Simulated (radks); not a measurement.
Results of a calculation; reference values are marked as such.
Q: Dy0.7+, 65.3 electrons, occupied as [He] 2s2 2p(up 3, down 2.3) 3s2 3p6 3d10 4s2 4p6 4d10 4f10 5s2 5p6 6s2 (fractional occupations, a model configuration). Code: a radial shooting solver on a logarithmic mesh with Libxc functionals. Model: non-relativistic Kohn-Sham, PBEsol, spin-polarised, spherical densities, point nucleus; open shells are filled with parallel spins first (spin-orbit coupling, left out, can overturn this in heavy ions); relativity is left out, which matters for an element this heavy. Some entries of the table are withheld. Estimate them.

| orbital | occ. | eigenvalue (eV) | <r> (bohr) | <1/r> (bohr^-1) |
|---|---|---|---|---|
| 1s up | 1 | -50380.39 | 0.02298 | 65.45 |
| 1s down | 1 | -50372.31 | 0.02298 | 65.46 |
| 2s up | 1 | -8159.769 | 0.09732 | 15.31 |
| 2s down | 1 | -8149.767 | 0.09737 | 15.30 |
| 2p up | 3 | -7800.209 | 0.08240 | 15.33 |
| 2p down | 2.3 | -7787.118 | 0.08245 | 15.32 |
| 3s up | 1 | -1821.532 | 0.2495 | 5.818 |
| 3s down | 1 | -1818.007 | 0.2495 | 5.820 |
| 3p up | 3 | -1655.616 | 0.2389 | 5.767 |
| 3p down | 3 | -1652.002 | 0.2389 | 5.769 |
| 3d up | 5 | -1345.547 | 0.2105 | 5.691 |
| 3d down | 5 | -1342.218 | 0.2105 | 5.689 |
| 4s up | 1 | -360.0602 | 0.5613 | 2.488 |
| 4s down | 1 | -356.1189 | 0.5618 | 2.485 |
| 4p up | 3 | -293.1612 | 0.5723 | 2.397 |
| 4p down | 3 | -289.1945 | 0.5730 | 2.394 |
| 4d up | 5 | -172.4650 | 0.6002 | 2.200 |
| 4d down | 5 | -168.5292 | 0.6016 | 2.194 |
| 5s up | 1 | -51.6323 | 1.367 | 0.9586 |
| 5s down | 1 | -50.2029 | 1.381 | 0.9469 |
| 5p up | 3 | -33.3810 | 1.532 | (1) |
| 5p down | 3 | -32.2665 | 1.553 | (2) |
| 4f up | 7 | -20.1234 | 0.7643 | 1.698 |
| 4f down | 3 | -16.8758 | 0.7843 | 1.673 |
| 6s up | 1 | -7.9102 | 3.790 | 0.3294 |
| 6s down | 1 | -7.7935 | 3.829 | 0.3259 |

A: 
(1) 5p up <1/r> (bohr^-1): 0.8483
(2) 5p down <1/r> (bohr^-1): 0.8352
